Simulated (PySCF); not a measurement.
Geometry (Å), atoms numbered from 1 in this order:
```xyz
17

Si   -0.0051   -0.0031    0.0044
C     0.0097    0.0136    1.9319
F    -1.1965   -0.2847    2.4214
F     0.3581    1.2174    2.3925
F     0.8811   -0.8791    2.4079
C     1.8060   -0.0689   -0.6515
F     2.6045    0.7061    0.0861
F     1.8668    0.3583   -1.9151
F     2.2868   -1.3136   -0.6128
C    -0.8509    1.6017   -0.6480
F    -1.9759    1.8526    0.0255
F    -1.1597    1.4853   -1.9420
F    -0.0427    2.6559   -0.5092
C    -0.9736   -1.5495   -0.6174
F    -0.5956   -2.6457    0.0452
F    -0.7543   -1.7554   -1.9185
F    -2.2873   -1.3916   -0.4403
```

Geometry: PBE0-D3(BJ)/def2-SVP; GIAO absolute shieldings from PySCF 2.14, gas phase, non-relativistic, averaged over equivalent atoms.

At PBE0/pcSseg-1 (296 basis functions):
```tsv
atoms	σ (ppm)
Si1	399.3
C2/C6/C10/C14	54.9
F3/F4/F5/F7/F8/F9/F11/F12/F13/F15/F16/F17	242.0
```

Problem. Predict the values at KT2/pcSseg-1 on the same geometry.

Solution. 
| atoms | σ at KT2/pcSseg-1 | change |
| --- | --- | --- |
| Si1 | 420.7 | +21.4 |
| C2/C6/C10/C14 | 53.3 | -1.6 |
| F3/F4/F5/F7/F8/F9/F11/F12/F13/F15/F16/F17 | 218.4 | -23.6 |

The largest change is at F3/F4/F5/F7/F8/F9/F11/F12/F13/F15/F16/F17 (fluorine bonded to C). Cost: 296 basis functions.
